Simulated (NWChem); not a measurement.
## Basis-set dependence for C$_{3}$H$_{3}$

SMILES: [CH]=C=C
```xyz
6

C      0.0000     0.0000     1.2582
C      0.0000     0.0000    -0.1143
C      0.0000     0.0000    -1.3469
H      0.9390     0.0000     1.8192
H     -0.9390     0.0000     1.8192
H      0.0000     0.0000    -2.4204
```
Charge 0, spin multiplicity 2.

Everything below was run with NWChem. The geometry was optimised at UB3LYP/def2-SVP, a minimum by its harmonic frequencies.

Hartree-Fock energies in Ha, correlation energies in mHa.

The correlated methods keep 3 core orbitals frozen. The Pople sets run with spherical d functions. The structure started from a generated list of species. The unpaired electrons of the parent sit in orbitals of symmetry b2 (C2v labels of the run); other states weren't searched. No SCF solution was tested for a lower state. Open-shell Hartree-Fock references start from PBE0 orbitals. Coupled-cluster values serve here as a point of comparison, not as the truth.

```csv
basis,functions,UHF,CCSD on ROHF,CCSD[T] on ROHF,CCSD(T) on ROHF
cc-pVDZ,57,-115.26070,-406.5,-423.7,-423.1
6-311G**,72,-115.27910,-425.3,-445.4,-444.7
cc-pVTZ,132,-115.29215,not run,not run,not run
```
